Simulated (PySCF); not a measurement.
H4MgOSi. Atoms are numbered in the order given.

```xyz
7

Mg     0.0000     0.0000     1.9041
H      0.0000     0.0000     3.5861
O      0.0000     0.0000     0.1065
Si     0.0000     0.0000    -1.5095
H     -1.2003    -0.6930    -2.0514
H      1.2003    -0.6930    -2.0514
H      0.0000     1.3860    -2.0514
```

Coordinates come from a B3LYP-D3(BJ)/def2-TZVP optimisation.

Method: M06-2X/def2-TZVPD run with PySCF.

Mulliken values depend strongly on the basis, most of all with diffuse functions as here. ESP charges are fitted to the potential on shells at 1.4 to 2.0 van der Waals radii. Atomic charges (e):

```json
[
 {"atom": "Mg1", "Mulliken": "0.86", "ESP fit": "0.89", "IAO": "(withheld)"},
 {"atom": "H2", "Mulliken": "-0.23", "ESP fit": "-0.40", "IAO": "-0.52"},
 {"atom": "O3", "Mulliken": "-0.49", "ESP fit": "-0.49", "IAO": "(withheld)"},
 {"atom": "Si4", "Mulliken": "0.10", "ESP fit": "0.21", "IAO": "(withheld)"},
 {"atom": "H5", "Mulliken": "-0.08", "ESP fit": "-0.07", "IAO": "-0.19"},
 {"atom": "H6", "Mulliken": "-0.08", "ESP fit": "-0.07", "IAO": "-0.19"},
 {"atom": "H7", "Mulliken": "-0.08", "ESP fit": "-0.07", "IAO": "-0.19"}
]
```

Q: Fill in the missing entries. (The exact figures need the calculation; the answer reports its results.)

A: 
- Mg1, IAO: 1.40
- O3, IAO: -1.25
- Si4, IAO: 0.93
